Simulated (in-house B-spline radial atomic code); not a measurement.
Ionising Tl²⁺ with different functionals

Computed with a radial B-spline atomic code at the basis-set limit: scalar-relativistic (spin-free X2C) Hamiltonian, Fermi nucleus of rms radius 5.4759 fm, spin-polarised at highest spin, spherical fractional occupations for the functionals, and exact exchange of hybrids averaged over the configuration. The ionisation energy is the difference of two self-consistent energies, [Xe] 4f14 5d10 6s1 → [Xe] 4f14 5d10, without Breit or QED terms; ε is the level of the shell that loses the electron (its least bound occupied spin orbital). There is no spin-orbit coupling in this Hamiltonian.

| method | rung | ΔSCF (eV) | -ε(6s) (eV) |
| --- | --- | --- | --- |
| PBE0 | global hybrid | ? | ? |
| B3LYP | global hybrid | 30.28 | 26.60 |
| TPSSh | global hybrid | 29.89 | 25.95 |
| BHandHLYP | global hybrid | 29.71 | 27.48 |
| r2SCAN0 | global hybrid | 29.92 | 26.93 |
| B97-1 | global hybrid | ? | ? |
| HSE06 | range-separated hybrid | 29.97 | 26.23 |
| wB97X | range-separated hybrid | 29.49 | 28.61 |
| CAM-B3LYP | range-separated hybrid | 30.15 | 28.08 |
| LC-wPBE | range-separated hybrid | 29.74 | 29.18 |

(1) What does PBE0 give?

(2) What does B97-1 give?

(3) Among the functionals, which spreads more, the ΔSCF values or the orbital energies?

(4) How do they compare with the NIST value?

## Answers

(1) ΔSCF 29.95 eV, and -ε(6s) = 26.63 eV.

(2) ΔSCF 29.83 eV, and -ε(6s) = 26.25 eV.

(3) The orbital energies: ΔSCF values span about 0.79 eV and the orbital energies 3.24 eV; here energy differences depend much less on the functional than eigenvalues do.

(4) NIST lists 29.852 eV (measured, ground level to ground level). Errors run from -0.36 to +0.43 eV; B97-1 is closest (-0.03 eV), but part of that can be cancellation, since the calculations leave out Breit-QED terms.
